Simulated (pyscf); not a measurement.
PySCF, gas phase, ωB97X-D3(BJ)/def2-SVP geometries.

Question: How much does it cost (ΔH, 298 K, ωB97M-D3(BJ)/def2-TZVP) to split H₃Si–Te–In(Cl)–Cl at its In–Te bond into H₃Si–Te• + [Cl–In–Cl]•?

Answer: In–Te to H₃Si–Te• + [Cl–In–Cl]•: 2.40 eV. The 7 functionals that were run give +2.19 (M06-2X) to +3.00 eV (ωB97X-D3(BJ)). The radicals are drawn with the spin at the cut bond; how far it spreads was not checked. Other isomers of H₃Si–Te• were not searched in full and may lie lower. Elements past Kr carry the def2 core potentials, without spin-orbit coupling.
